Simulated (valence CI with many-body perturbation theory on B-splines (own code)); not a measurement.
Forbidden lines of Au LVI

Level of theory: configuration interaction combined with many-body perturbation theory (CI+MBPT): six valence electrons over a frozen Dirac-Fock core [Ar], a basis of 7 s, 7 p, 8 d, 6 f, 4 g, 1 h functions for each j, with the one-electron correlation potential Σ1 (screened to all orders), the two-electron term Σ2, the three-electron term Σ3, Breit, model QED; selected single and double excitations, second order for the rest, scaled by the run's own slope (own B-spline code, finite nucleus).

No measured spectrum was set against this ion. As an estimate, large intervals hold to a few tenths of a per cent, small ones and those within an open d or f shell to about a per cent. Core correlation moves these levels by up to 16000 cm⁻¹, and in measured spectra 5 to 20 % of such shifts remained as error; rates that hang on mixing are uncertain with them. Among the levels kept, up to 1100 cm⁻¹ of a level comes from second order outside the variational space, and about a tenth of that is noise between levels of different J, which matters for small intervals. The list stops below the first excitations out of the core. Only levels of the ground parity were solved; by the run's estimate the other parity begins above the list, which can be wrong where configurations are misplaced.

Lines 51 to 89 of 89 in falling wavelength, among levels below 2263800 cm⁻¹, chosen from the decays that carry over 1 % of a level's rate. Wavelengths and rates use the calculated energies. Electric multipoles are in the length gauge with retardation, E1 and E2 with the static RPA response of the core. M1 uses the relativistic operator with retardation. S is in atomic units (e²a₀⁴ for E2 and M2, e²a₀⁶ for E3), for M1 in squared Bohr magnetons. Weak lines are less certain than strong ones. Lines between different terms over intervals too small for the method are left out, as are lines whose strength nearly cancels. The highest levels of a list are the least certain.

Levels are named by their leading jj configuration (3d3/2^4 stands for four electrons in 3d with j = 3/2), which in mixed levels can hold well under half, so a name can repeat and another be missing. Letters in brackets count levels of one name in rising energy.

| λ vac (nm) | Upper | Lower | Type | A (s⁻¹) | S (a.u.) |
| --- | --- | --- | --- | --- | --- |
| 12.58 | (3d3/2^3 3d5/2^3) J=3 [b] | (3d3/2^4 3d5/2^2) J=2 | M1 | 8.23e+05 | 4.25e-01 |
| 12.58 | (3d3/2^2 3d5/2^4) J=6 | (3d3/2^3 3d5/2^3) J=5 | M1 | 1.49e+06 | 1.43e+00 |
| 12.55 | (3d3/2^2 3d5/2^4) J=6 | (3d3/2^3 3d5/2^3) J=6 | M1 | 3.58e+06 | 3.41e+00 |
| 12.49 | (3d3/2^2 3d5/2^4) J=4 [a] | (3d3/2^3 3d5/2^3) J=4 [a] | M1 | 1.20e+07 | 7.80e+00 |
| 12.46 | (3d3/2^2 3d5/2^4) J=2 [b] | (3d3/2^3 3d5/2^3) J=3 [b] | M1 | 2.34e+06 | 8.40e-01 |
| 12.43 | (3d3/2^2 3d5/2^4) J=4 [c] | (3d3/2^3 3d5/2^3) J=3 [c] | M1 | 3.61e+06 | 2.31e+00 |
| 12.27 | (3d3/2^2 3d5/2^4) J=2 [b] | (3d3/2^3 3d5/2^3) J=2 [a] | M1 | 4.07e+06 | 1.39e+00 |
| 12.12 | (3d3/2^2 3d5/2^4) J=4 [c] | (3d3/2^3 3d5/2^3) J=4 [b] | M1 | 2.81e+06 | 1.67e+00 |
| 12.06 | (3d3/2^2 3d5/2^4) J=3 [a] | (3d3/2^3 3d5/2^3) J=4 [a] | M1 | 4.94e+06 | 2.25e+00 |
| 11.95 | (3d3/2^2 3d5/2^4) J=5 | (3d3/2^3 3d5/2^3) J=4 [a] | M1 | 5.14e+05 | 3.58e-01 |
| 11.95 | (3d3/2^2 3d5/2^4) J=3 [a] | (3d3/2^3 3d5/2^3) J=3 [a] | M1 | 6.01e+06 | 2.66e+00 |
| 11.57 | (3d3/2^2 3d5/2^4) J=4 [b] | (3d3/2^3 3d5/2^3) J=5 | M1 | 4.91e+06 | 2.54e+00 |
| 11.57 | (3d3/2^3 3d5/2^3) J=3 [b] | (3d3/2^4 3d5/2^2) J=4 | M1 | 2.40e+06 | 9.64e-01 |
| 11.46 | (3d3/2^3 3d5/2^3) J=0 | (3d3/2^4 3d5/2^2) J=2 | E2 | 9.49e+03 | 1.67e-04 |
| 11.35 | (3d3/2^2 3d5/2^4) J=1 | (3d3/2^3 3d5/2^3) J=1 [a] | M1 | 4.38e+06 | 7.13e-01 |
| 11.12 | (3d3/2^2 3d5/2^4) J=3 [b] | (3d3/2^3 3d5/2^3) J=4 [a] | M1 | 8.52e+05 | 3.04e-01 |
| 11.03 | (3d3/2^2 3d5/2^4) J=2 [c] | (3d3/2^3 3d5/2^3) J=3 [b] | M1 | 4.69e+05 | 1.17e-01 |
| 10.98 | (3d3/2^2 3d5/2^4) J=2 [b] | (3d3/2^3 3d5/2^3) J=1 [a] | M1 | 1.57e+05 | 3.86e-02 |
| 10.88 | (3d3/2^2 3d5/2^4) J=2 [c] | (3d3/2^3 3d5/2^3) J=2 [a] | M1 | 6.58e+05 | 1.57e-01 |
| 10.80 | (3d3/2^3 3d5/2^3) J=1 [b] | (3d3/2^4 3d5/2^2) J=2 | M1 | 3.56e+05 | 4.98e-02 |
| 10.78 | (3d3/2^3 3d5/2^3) J=2 [b] | (3d3/2^4 3d5/2^2) J=2 | M1 | 7.62e+05 | 1.77e-01 |
| 10.67 | (3d3/2^3 3d5/2^3) J=3 [c] | (3d3/2^4 3d5/2^2) J=2 | M1 | 1.23e+06 | 3.87e-01 |
| 10.64 | (3d3/2^2 3d5/2^4) J=4 [b] | (3d3/2^3 3d5/2^3) J=3 [a] | M1 | 5.98e+05 | 2.40e-01 |
| 10.55 | (3d3/2^2 3d5/2^4) J=4 [c] | (3d3/2^3 3d5/2^3) J=3 [b] | M1 | 9.33e+04 | 3.66e-02 |
| 10.48 | (3d3/2^2 3d5/2^4) J=2 [b] | (3d3/2^3 3d5/2^3) J=3 [a] | M1 | 1.24e+06 | 2.64e-01 |
| 10.45 | (3d3/2^2 3d5/2^4) J=2 [d] | (3d3/2^3 3d5/2^3) J=3 [c] | M1 | 1.93e+06 | 4.09e-01 |
| 10.34 | (3d3/2^2 3d5/2^4) J=2 [d] | (3d3/2^3 3d5/2^3) J=2 [b] | M1 | 4.63e+05 | 9.50e-02 |
| 10.33 | (3d3/2^2 3d5/2^4) J=2 [d] | (3d3/2^3 3d5/2^3) J=1 [b] | M1 | 2.35e+06 | 4.80e-01 |
| 10.13 | (3d3/2^3 3d5/2^3) J=4 [b] | (3d3/2^4 3d5/2^2) J=4 | M1 | 9.27e+04 | 3.22e-02 |
| 10.13 | (3d3/2^3 3d5/2^3) J=4 [b] | (3d3/2^4 3d5/2^2) J=4 | E2 | 2.16e+03 | 1.85e-04 |
| 9.926 | (3d3/2^3 3d5/2^3) J=3 [c] | (3d3/2^4 3d5/2^2) J=4 | M1 | 9.88e+05 | 2.51e-01 |
| 9.446 | (3d3/2^2 3d5/2^4) J=2 [c] | (3d3/2^3 3d5/2^3) J=3 [a] | M1 | 1.01e+06 | 1.58e-01 |
| 9.158 | (3d3/2^2 3d5/2^4) J=4 [c] | (3d3/2^3 3d5/2^3) J=4 [a] | M1 | 8.71e+05 | 2.23e-01 |
| 9.092 | (3d3/2^2 3d5/2^4) J=4 [c] | (3d3/2^3 3d5/2^3) J=3 [a] | M1 | 5.79e+05 | 1.45e-01 |
| 9.090 | (3d3/2^2 3d5/2^4) J=2 [d] | (3d3/2^3 3d5/2^3) J=3 [b] | M1 | 1.59e+06 | 2.21e-01 |
| 8.985 | (3d3/2^2 3d5/2^4) J=2 [d] | (3d3/2^3 3d5/2^3) J=2 [a] | M1 | 4.59e+05 | 6.18e-02 |
| 8.866 | (3d3/2^2 3d5/2^4) J=0 [b] | (3d3/2^3 3d5/2^3) J=1 [b] | M1 | 9.47e+06 | 2.45e-01 |
| 8.276 | (3d3/2^2 3d5/2^4) J=2 [d] | (3d3/2^3 3d5/2^3) J=1 [a] | M1 | 3.41e+05 | 3.58e-02 |
| 7.311 | (3d3/2^2 3d5/2^4) J=0 [b] | (3d3/2^3 3d5/2^3) J=1 [a] | M1 | 1.96e+05 | 2.84e-03 |
